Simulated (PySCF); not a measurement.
CaF, SMILES [Ca+][F], charge +1. Atoms are numbered in the order given.

```xyz
2

Ca     0.0000     0.0000    -0.5852
F      0.0000     0.0000     1.3005
```
Charge +1, spin multiplicity 1.

The structure is a stationary point at B3LYP-D3(BJ)/def2-TZVPD. The multiplicity is an assumed one; other spin states were not compared.

Calculation: HF/pcSseg-2 (PySCF).

GIAO shieldings, no solvent; atoms alike by connectivity are averaged. δ = σ(ref) − σ: ¹⁹F against CFCl3 (σ = 237.3 ppm), references at their B3LYP-D3(BJ)/def2-TZVP geometries, non-relativistic.

Computed chemical shifts:
```
nucleus  atoms  count  δ (ppm)
-------  -----  -----  -------
¹⁹F         F2      1    121.5
```
